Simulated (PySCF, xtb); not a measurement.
C3H7NSi, SMILES C#CCN[SiH3]. Other conformers were not sampled.

Harmonic wavenumbers (cm⁻¹) from xtb with GFN2-xTB at its own minimum, in rising order: 61, 118, 195, 256, 306, 471, 536, 574, 606, 639, 674, 750, 794, 821, 835, 961, 978, 1138, 1166, 1296, 1366, 1442, 2188, 2249, 2280, 2283, 2884, 2947, 3391, 3440.

Problem. What does PBE0-D3(BJ)/def2-SVP in PySCF 2.14.0 give at its own minimum? (The exact figures need the calculation; the answer reports its results.)

Solution. 56, 107, 211, 249, 340, 483, 553, 690, 692, 708, 717, 793, 909, 945, 968, 980, 984, 1170, 1234, 1356, 1421, 1440, 2194, 2232, 2240, 2244, 3043, 3091, 3489, 3623. Paired by order, the mean absolute difference is 59 cm⁻¹ and the zero-point energies are 53.8 and 56.0 kcal/mol.
